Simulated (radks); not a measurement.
Q: These are the eigenvalues of the occupied orbitals of an atom or ion with whole-number occupations (eV). All-electron calculation, scalar-relativistic Kohn-Sham, LB94 model potential, spin-polarised, spherical densities, finite nucleus; Fermi nuclear charge, rms radius of each element as measured or else 0.836 A^(1/3) + 0.57 fm. Program: a radial shooting solver on a logarithmic mesh with Libxc functionals.

orbital  eigenvalue
1s down   -22136.98
1s up     -22136.96
2s up     -3264.558
2s down   -3264.474
2p up     -2936.716
2p down   -2936.692
3s up     -644.6093
3s down   -644.3806
3p up     -536.4725
3p down   -536.2438
3d up     -362.0953
3d down   -361.7911
4s up     -153.2001
4s down   -152.8352
4p up     -122.2544
4p down   -121.7241
4d up      -76.9935

Which element is it, and in what charge state? The configuration may be excited. Open shells, if any, are filled with parallel spins first.

A: Z = 44, ruthenium, charge +5: Ru5+ in [Kr] 4d3. The list shows which subshells hold electrons but not how many an open one holds; the 1s level, -813.52 hartree, gives Z - s = 40.3 by -(Z - s)^2/2, which with screening and relativity narrows Z to a few neighbours, and the depths of the outer levels then fix element, charge and occupations together.
